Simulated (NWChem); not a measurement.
System: C$_{4}$H$_{5}$Cl; SMILES CC=C=CCl

NWChem input:

```
start job
memory heap 200 mb stack 900 mb global 1100 mb
geometry units angstroms noautosym nocenter noautoz
  C      0.572173     2.710553     0.269138
  C     -0.244994     1.695667    -0.469815
  C     -0.479440     0.468362    -0.073125
  C     -0.725111    -0.750992     0.329096
  Cl     0.283317    -2.112193    -0.069891
  H      0.977744     2.302396     1.204381
  H      1.411474     3.057384    -0.355371
  H     -0.036446     3.598083     0.507613
  H     -0.684024     2.011191    -1.427440
  H     -1.587449    -1.015172     0.947949
end
basis spherical
  * library def2-svp
end
dft
  xc pbe0
  iterations 150
end
cosmo
  do_cosmo_smd true
  solvent toluene
end
task dft energy
```

All runs use the structure optimised with PBE0/def2-SVP. Solvent: toluene.

Level: PBE0/def2-SVP with SMD (1 M gas to 1 M solution), gas-phase geometry.

**Question.** What results follow from this input? (PBE0/def2-SVP, SMD on the gas-phase geometry.) Quantities: solvation free energy (kcal/mol); cavity-dispersion-structure term (kcal/mol); dipole in solution (D).

**Answer.** 
```
Item                                         Result
-------------------------------------------  ------
solvation free energy (kcal/mol)               -4.2
cavity-dispersion-structure term (kcal/mol)    -2.4
dipole in solution (D)                         2.48
```
